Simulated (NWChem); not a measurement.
Molecule: C₂H₄BNO₂; SMILES CB(O)OC#N

```xyz
10

C      0.5619     2.2202    -0.0001
B     -0.0895     0.8083     0.0002
O     -1.4115     0.5886     0.0001
O      0.8064    -0.3046     0.0002
C      0.3411    -1.4972     0.0000
N     -0.0971    -2.5732    -0.0001
H     -0.1898     3.0199     0.0049
H      1.2168     2.3394     0.8782
H      1.2073     2.3425    -0.8850
H     -1.6840    -0.3403    -0.0001
```
Atoms are numbered in this order, from 1.

Program: NWChem. Medium grid unless said otherwise, to which SCAN and Minnesota functionals are sensitive. The geometry was optimised at PBE0/def2-SVP. Total energies of different functionals are on different scales.

```
level                                 energy (Ha)  highest occupied level (eV)  orbital gap (eV)  dipole (D)
------------------------------------  -----------  ---------------------------  ----------------  ----------
PBE/def2-SVP                            -308.1577                        -7.53              6.65        2.75
B3LYP/def2-SVP                          -308.5222                        -8.72              8.67        2.73
LDA (Slater exchange, VWN5)/def2-SVP    -306.0183                        -7.75              6.62        2.75
PW6B95/def2-SVP                         -308.8865                        -9.13              9.30        2.72
r2SCAN/def2-SVP                         -308.3472                            ?                 ?           ?
BLYP/def2-SVP                           -308.4350                        -7.33              6.63        2.68
```

### Question
What belongs in the gaps?

### Answer

- r2SCAN/def2-SVP, highest occupied level (eV): -7.92
- r2SCAN/def2-SVP, orbital gap (eV): 7.39
- r2SCAN/def2-SVP, dipole (D): 2.90
